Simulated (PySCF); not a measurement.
Pb(NH2)(SiH3) (H₅NPbSi), SMILES [NH2][Pb][SiH3] (connectivity only; charge and spin as stated), neutral, multiplicity 1.

The structure is a stationary point at PBE0-D3(BJ)/def2-SVP. The def2 effective core potentials stand for the cores of Pb; spin–orbit coupling is left out. One conformer was computed; it need not be the lowest.

These are PySCF 2.14.0 with IEF-PCM-B3LYP/def2-SVP values and carry that method's errors.

The values are the electrostatic part of the solvation free energy, E(continuum) − E(gas) at the gas-phase geometry, in a cavity of scaled van der Waals radii (PySCF's table); cavitation and dispersion terms are not included. A continuum can't describe solvent molecules that bind to the metal. In vacuum the orbital gap is 3.61 eV. The dipole moment in vacuum is 2.10 D.

Computed values in water (ε = 78.36), dimethylsulfoxide (ε = 46.83), chloroform (ε = 4.71):
```json
[
 {"solvent": "water", "ε": "78.36", "ΔG(elec) (kcal/mol)": "-3.4", "dipole (D)": "2.98", "gap (eV)": "3.82"},
 {"solvent": "dimethylsulfoxide", "ε": "46.83", "ΔG(elec) (kcal/mol)": "-3.4", "dipole (D)": "2.97", "gap (eV)": "3.82"},
 {"solvent": "chloroform", "ε": "4.71", "ΔG(elec) (kcal/mol)": "-2.4", "dipole (D)": "2.71", "gap (eV)": "3.76"}
]
```
